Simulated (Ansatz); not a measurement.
Mulliken charges of CH₇NSn, SMILES `N[CH2][SnH3]` from B3LYP/def2-TZVPP in Ansatz (PBE0-D4/def2-TZVP geometry).

```tsv
atom	x (Å)	y (Å)	z (Å)	charge (e)
N1	-0.704	0.229	-1.411	-0.341
C2	-0.330	0.749	-0.105	-0.355
Sn3	0.891	-0.705	0.918	0.621
H4	-1.300	-0.584	-1.325	0.135
H5	-1.219	0.918	-1.946	0.123
H6	0.296	1.634	-0.240	0.120
H7	-1.167	1.040	0.545	0.112
H8	0.112	-2.226	0.810	-0.145
H9	1.073	-0.294	2.570	-0.140
H10	2.430	-0.811	0.189	-0.131
```

**Question.** By hand: the dipole of these point charges (1 e Å = 4.8032 D).

**Answer.** Σ q r = (0.005, 0.035, 0.201) e Å, of length 0.204 e Å = 0.98 D.

**Question.** How does the dipole of the full density compare? (Estimate.)

**Answer.** Computed: (-0.306, 0.185, -0.009) e Å, 1.72 D; the point charges give 0.57 times that, at 88° from its direction.

Point charges leave out the atoms' own dipoles, such as those of lone pairs, and Mulliken's split depends on the basis, so the two needn't agree.

B3LYP here is the variant with VWN-RPA as its local correlation; programs differ in this.
